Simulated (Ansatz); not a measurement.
`[CH3][In]([CH3])[F]` + H₂O → `[CH3][In]([CH3])[OH]` + H–F  (formal hydrolysis of the In–F bond)

Gas-phase electronic energies from Ansatz, PBE0-D4/def2-TZVP geometries. CCSD(T)/CBS adds triple-zeta CCSD(T) − MP2 to the extrapolated MP2 energy (def2 sets, frozen cores). This one scheme is used for every species. Functionals use def2-TZVPP. def2 core potentials past Kr. For In outer-core shells are correlated without core-valence functions, which leaves a few kJ/mol of doubt a bond. One conformer a species, not always the lowest.

```
             level  ΔE (eV)
           BLYP-D4     0.52
           ωB97M-V     0.50
          PBE-QIDH     0.46
              BLYP     0.55
              PBE0     0.50
RPA@PBE/def2-TZVPP     0.41
       HF/def2-SVP     0.64
    MP2/def2-TZVPP     0.39
```

What does CCSD(T)/CBS give? (Estimate.)

The calculation gave: +0.44 eV. The listed levels differ from it by 0.08, 0.06, 0.02, 0.11, 0.06, -0.03, 0.20, -0.05 eV.

Largest T1 diagnostic among the species: 0.014.

In def2-TZVPP, CCSD(T) changes the Hartree–Fock value by −0.16 eV (the triples alone add −0.02 eV) and MP2 by −0.19 eV. At CCSD(T), def2-SVP lies +0.07 eV from the extrapolated value and def2-TZVPP −0.02 eV. Leaving LDA and LC-ωPBE aside and taking each functional with its dispersion term where it has one, the values, not all of them listed here, spread over 0.09 eV, from PBE-QIDH to B97M-V. LDA lies −0.06 eV from PBE without D4.
